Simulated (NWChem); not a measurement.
System: AlSi$_{2}$H$_{6}$F; SMILES [F][Al]([SiH3])[SiH3]

NWChem input:

```
start job
memory heap 200 mb stack 900 mb global 1100 mb
geometry units angstroms noautoz
  Al    -0.451813     0.000184    -0.002915
  F     -2.122737    -0.002228    -0.010160
  Si     0.635125     2.213937     0.059481
  H      2.016196     2.152458    -0.502137
  H      0.756350     2.698454     1.467025
  H     -0.123224     3.244483    -0.705819
  Si     0.638029    -2.212495    -0.054738
  H      2.041940    -2.134852     0.444658
  H      0.697401    -2.737692    -1.451470
  H     -0.084643    -3.220737     0.772613
end
basis spherical
  Al library def2-svp
  F library def2-svp
  Si library def2-svp
  H library def2-svp
end
dft
  xc b3lyp
  iterations 150
  mulliken
end
task dft energy
```

NWChem printed, in part:

```
             Northwest Computational Chemistry Package (NWChem) 7.3.0
             --------------------------------------------------------

 C1  symmetry detected

                             Geometry "geometry" -> ""
                             -------------------------

 Output coordinates in angstroms (scale by  1.889725989 to convert to a.u.)

  No.       Tag          Charge          X              Y              Z
 ---- ---------------- ---------- -------------- -------------- --------------
    1 Al                  13.0000    -0.41878263     0.00018503    -0.00032790
    2 F                    9.0000    -2.08972278    -0.00184736     0.00011076
    3 Si                  14.0000     0.66891759     2.21444287    -0.00083746
    4 H                    1.0000     2.04739597     2.13781982    -0.56694507
    5 H                    1.0000     0.79667580     2.73558260     1.39297873
    6 H                    1.0000    -0.09269074     3.22486902    -0.78937667
    7 Si                  14.0000     0.67032292    -2.21346295     0.00079858
    8 H                    1.0000     2.07651687    -2.12325685     0.49158604
    9 H                    1.0000     0.72320022    -2.77504728    -1.38196830
   10 H                    1.0000    -0.04878599    -3.19946535     0.85753545

 Effective nuclear repulsion energy (a.u.)     236.1718688802

                                 NWChem DFT Module
                                 -----------------

 Summary of "ao basis" -> "ao basis" (spherical)
 ------------------------------------------------------------------------------
       Tag                 Description            Shells   Functions and Types
 ---------------- ------------------------------  ------  ---------------------
 Al                         def2-svp                 8       18   4s3p1d
 F                          def2-svp                 6       14   3s2p1d
 Si                         def2-svp                 8       18   4s3p1d
 H                          def2-svp                 3        5   2s1p

            General Information
            -------------------
          SCF calculation type: DFT
          Wavefunction type:  closed shell.
          No. of atoms     :    10
          No. of electrons :    56
           Alpha electrons :    28
            Beta electrons :    28
          Charge           :     0
          Spin multiplicity:     1
          Use of symmetry is: off; symmetry adaption is: off
          Maximum number of iterations: 150
          AO basis - number of functions:    98
                     number of shells:    48
          Convergence on energy requested:  1.00D-06
          Convergence on density requested:  1.00D-05
          Convergence on gradient requested:  5.00D-04

              XC Information
              --------------
                         B3LYP Method XC Potential
                     Hartree-Fock (Exact) Exchange  0.200
                        Slater Exchange Functional  0.800 local
                    Becke 1988 Exchange Functional  0.720 non-local
              Lee-Yang-Parr Correlation Functional  0.810
                  VWN I RPA Correlation Functional  0.190 local

             Grid Information
             ----------------
          Grid used for XC integration:  medium
          Radial quadrature: Mura-Knowles
          Angular quadrature: Lebedev.
          Tag              B.-S. Rad. Rad. Pts. Rad. Cut. Ang. Pts.
          ---              ---------- --------- --------- ---------
          Al                  1.25       88          10.0       590
          F                   0.50       49          12.0       434
          Si                  1.10       88          13.0       590
          H                   0.35       45          14.0       434
          Grid pruning is: on
          Number of quadrature shells:   583
          Spatial weights used:  Erf1

      Superposition of Atomic Density Guess
      -------------------------------------

 Sum of atomic energies:        -921.55669130

      Non-variational initial energy
      ------------------------------

 Total energy =    -922.279103
 1-e energy   =   -1750.085081
 2-e energy   =     591.634108
 HOMO         =      -0.251011
 LUMO         =      -0.020615

     ---------------------------------------------
      Total Density - Mulliken Population Analysis
     ---------------------------------------------

    Atom       Charge   Shell Charges
 -----------   ------   -------------------------------------------------------
    1 Al  13    11.92   2.00  1.99  0.93  0.22  5.93  0.51  0.23  0.11
    2 F    9     9.69   1.99  1.16  0.79  3.58  2.17  0.00
    3 Si  14    14.02   2.00  1.99  1.03  0.34  5.94  1.17  1.47  0.08
    4 H    1     1.05   0.69  0.36  0.01
    5 H    1     1.06   0.69  0.36  0.01
    6 H    1     1.06   0.69  0.36  0.01
    7 Si  14    14.02   2.00  1.99  1.03  0.34  5.94  1.17  1.47  0.08
    8 H    1     1.05   0.69  0.36  0.01
    9 H    1     1.06   0.69  0.36  0.01
   10 H    1     1.06   0.69  0.36  0.01

   convergence    iter        energy       DeltaE   RMS-Dens  Diis-err
 ---------------- ----- ----------------- --------- --------- ---------
 d= 0,ls=0.0,diis     1   -924.5650380429 -1.16D+03  1.95D-02  6.27D-01
 d= 0,ls=0.0,diis     2   -924.4294145062  1.36D-01  1.18D-02  2.38D+00
 d= 0,ls=0.0,diis     3   -924.6463425333 -2.17D-01  1.40D-03  1.09D-02
 d= 0,ls=0.0,diis     4   -924.6473256531 -9.83D-04  4.37D-04  1.07D-03
 d= 0,ls=0.0,diis     5   -924.6475415531 -2.16D-04  7.18D-05  2.49D-05
  Resetting Diis
 d= 0,ls=0.0,diis     6   -924.6475469772 -5.42D-06  1.16D-05  6.62D-07
 d= 0,ls=0.0,diis     7   -924.6475471184 -1.41D-07  4.98D-06  4.50D-08

         Total DFT energy =     -924.647547118427
      One electron energy =    -1753.199704083052
           Coulomb energy =      665.633822222985
    Exchange-Corr. energy =      -73.253534138549
 Nuclear repulsion energy =      236.171868880188

 Numeric. integr. density =       56.000002761630

                       DFT Final Molecular Orbital Analysis
                       ------------------------------------

 Vector   26  Occ=2.000000D+00  E=-3.513434D-01
              MO Center=  9.5D-01, -1.9D-03, -9.2D-03, r^2= 8.5D+00
   Bfn.  Coefficient  Atom+Function         Bfn.  Coefficient  Atom+Function
  ----- ------------  ---------------      ----- ------------  ---------------
    84     -0.250035   8 H  s                51      0.243031   4 H  s
    61     -0.216941   6 H  s                94      0.210574  10 H  s
    73     -0.187620   7 Si px               40      0.186041   3 Si px
    76     -0.149737   7 Si px               43      0.148348   3 Si px
    85     -0.134631   8 H  s                52      0.131341   4 H  s

 Vector   27  Occ=2.000000D+00  E=-3.384186D-01
              MO Center=  3.6D-01,  6.5D-03, -1.2D-03, r^2= 5.0D+00
   Bfn.  Coefficient  Atom+Function         Bfn.  Coefficient  Atom+Function
  ----- ------------  ---------------      ----- ------------  ---------------
     3      0.410653   1 Al s                 2      0.229999   1 Al s
    22      0.231024   2 F  px                8      0.181020   1 Al px
    84     -0.165326   8 H  s                51     -0.163333   4 H  s
    25     -0.146563   2 F  px               40     -0.143106   3 Si px
    73     -0.142145   7 Si px               41     -0.124620   3 Si py

 Vector   28  Occ=2.000000D+00  E=-2.634074D-01
              MO Center=  2.8D-01,  2.3D-05, -2.0D-04, r^2= 5.3D+00
   Bfn.  Coefficient  Atom+Function         Bfn.  Coefficient  Atom+Function
  ----- ------------  ---------------      ----- ------------  ---------------
     9      0.265387   1 Al py               44     -0.258668   3 Si py
    77     -0.259583   7 Si py               41     -0.226580   3 Si py
    74     -0.226882   7 Si py               36      0.219703   3 Si s
    69     -0.219068   7 Si s                23      0.145515   2 F  py
     6     -0.140273   1 Al py               43     -0.134036   3 Si px

 Vector   29  Occ=0.000000D+00  E=-8.114258D-02
              MO Center= -1.5D-01, -1.6D-03, -1.5D-03, r^2= 4.5D+00
   Bfn.  Coefficient  Atom+Function         Bfn.  Coefficient  Atom+Function
  ----- ------------  ---------------      ----- ------------  ---------------
    13      0.614743   1 Al pz               10      0.334740   1 Al pz
    57     -0.251636   5 H  s                90      0.251207   9 H  s
    78      0.220480   7 Si pz               45      0.218062   3 Si pz
     7     -0.177791   1 Al pz               95     -0.176815  10 H  s
    62      0.165205   6 H  s                24      0.164316   2 F  pz

 Vector   30  Occ=0.000000D+00  E=-2.187485D-02
              MO Center=  3.9D-02,  6.6D-03,  1.7D-03, r^2= 6.0D+00
   Bfn.  Coefficient  Atom+Function         Bfn.  Coefficient  Atom+Function
  ----- ------------  ---------------      ----- ------------  ---------------
    11      0.633963   1 Al px               43      0.472236   3 Si px
    76      0.466513   7 Si px               62      0.415864   6 H  s
    95      0.394634  10 H  s                85     -0.371309   8 H  s
    52     -0.363440   4 H  s                21      0.242638   2 F  s
    36     -0.230804   3 Si s                69     -0.223293   7 Si s

 Vector   31  Occ=0.000000D+00  E=-1.407544D-02
              MO Center= -1.9D-02,  6.4D-05,  2.2D-03, r^2= 6.4D+00
   Bfn.  Coefficient  Atom+Function         Bfn.  Coefficient  Atom+Function
  ----- ------------  ---------------      ----- ------------  ---------------
     4      1.605740   1 Al s                36     -0.860925   3 Si s
    69     -0.861519   7 Si s                44      0.490382   3 Si py
    77     -0.484755   7 Si py               35     -0.366854   3 Si s
    68     -0.365546   7 Si s                11      0.307128   1 Al px
     3      0.264047   1 Al s                57      0.262022   5 H  s

[...]
```

Level: B3LYP/def2-SVP. The geometry was optimised at B3LYP/6-31G* (spherical d). B3LYP is NWChem's, with the RPA form of VWN correlation.
